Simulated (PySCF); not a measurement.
## Electronic structure of As+ (arsenic, charge +1) at the UHF level

Configuration: [Ar] 3d10 4s1 4p2 4d1, one real determinant (an excited configuration). Computed with PySCF 2.14 in aug-cc-pVQZ-PP with one added diffuse shell each of s, p, d, f, g type with ECP10MDF (8s7p6d4f3g, 114 functions), with a scalar-relativistic core potential.

```json
{
  "Total energy": "-330.236878 hartree",
  "One-electron energy": "-574.0070 hartree",
  "Hartree (Coulomb) energy": "269.1854 hartree",
  "Exchange energy": "-25.4153 hartree",
  "⟨S²⟩": "6.0011",
  "⟨L²⟩": "7.954",
  "Sum of ⟨r⟩": "21.83 bohr",
  "Sum of ⟨r²⟩": "42.92 bohr²",
  "Traceless quadrupole moment −½Σ⟨3z² − r²⟩ along its main axis": "-1.21 e·bohr²",
  "Time after the integrals": "roughly 6 core-seconds"
}
```

```json
{"shell": "3s α", "electrons": "1", "mean orbital energy (hartree)": "-8.67656", "spread (hartree)": "0", "rms radius, mean of both spins (bohr)": "0.642"}
{"shell": "3s β", "electrons": "1", "mean orbital energy (hartree)": "-8.63433", "spread (hartree)": "0", "rms radius, mean of both spins (bohr)": "0.642"}
{"shell": "3p α", "electrons": "3", "mean orbital energy (hartree)": "-6.58913", "spread (hartree)": "0.00047", "rms radius, mean of both spins (bohr)": "0.668"}
{"shell": "3p β", "electrons": "3", "mean orbital energy (hartree)": "-6.55919", "spread (hartree)": "0.01992", "rms radius, mean of both spins (bohr)": "0.668"}
{"shell": "3d α", "electrons": "5", "mean orbital energy (hartree)": "-2.65696", "spread (hartree)": "0.02000", "rms radius, mean of both spins (bohr)": "0.739"}
{"shell": "3d β", "electrons": "5", "mean orbital energy (hartree)": "-2.63543", "spread (hartree)": "0.01946", "rms radius, mean of both spins (bohr)": "0.739"}
{"shell": "4s α", "electrons": "1", "mean orbital energy (hartree)": "-1.30444", "spread (hartree)": "0", "rms radius, mean of both spins (bohr)": "1.97"}
{"shell": "4p α", "electrons": "2", "mean orbital energy (hartree)": "-0.83536", "spread (hartree)": "0", "rms radius, mean of both spins (bohr)": "2.32"}
{"shell": "4d α", "electrons": "1", "mean orbital energy (hartree)": "-0.27373", "spread (hartree)": "0", "rms radius, mean of both spins (bohr)": "4.39"}
```

⟨L²⟩ = 7.95 against 12 for a pure F term, so this real determinant mixes terms. Energies and moments cover only the electrons outside the core potential. The outer electron is Rydberg-like, and this basis confines it to a smaller radius and binds it less than a complete one would.
